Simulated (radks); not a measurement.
Question: Tl33+, 48 electrons, occupied as [Kr] 4d10 4f1 5p1 (not the ground configuration). Method: scalar-relativistic Kohn-Sham, PBE, spin-unpolarised, spherical densities, point nucleus; computed with a radial shooting solver on a logarithmic mesh with Libxc functionals. Some entries of the table are withheld. Estimate them.

orbital  occ.  eigenvalue (hartree)  <r> (bohr)
1s          2                   (1)     0.01631
2s          2                   (2)     0.06876
2p          6             -528.7036     0.06237
3s          2             -180.6487         (3)
3p          6             -158.0080      0.1783
3d         10             -134.7582      0.1615
4s          2             -72.52451         (4)
4p          6             -64.54196      0.3870
4d         10             -55.54595      0.3912
4f          1             -46.31278      0.3702
5s          0             -38.05856      0.6719
5p          1             -34.75527         (5)
5d          0             -30.86689      0.7391
5f          0             -26.95266      0.7542
6p          0             -21.98317       1.114

Answer: 
(1) 1s eigenvalue (hartree): -3193.755
(2) 2s eigenvalue (hartree): -607.2518
(3) 3s <r> (bohr): 0.1768
(4) 4s <r> (bohr): 0.3703
(5) 5p <r> (bohr): 0.7076
